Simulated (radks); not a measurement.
All-electron calculation, scalar-relativistic Kohn-Sham, LB94 model potential, spin-unpolarised, spherical densities, finite nucleus; Fermi nuclear charge, rms radius of each element as measured or else 0.836 A^(1/3) + 0.57 fm. Program: a radial shooting solver on a logarithmic mesh with Libxc functionals. Response by self-consistent Sternheimer equations with the Hartree and adiabatic LDA kernel, the relativistic mass of each level held fixed and spin-orbit coupling left out. Rank C4+, O6+, Ne8+, B3+, F7+, N5+, He, Be2+, Li+ (NIST ground configurations) by static dipole polarisability, largest first.

Answer. He 1.390, Li+ 0.1984, Be2+ 0.05388, B3+ 0.02018, C4+ 0.009177, N5+ 0.004751, O6+ 0.002699, F7+ 0.001644, Ne8+ 0.001058 bohr^3.
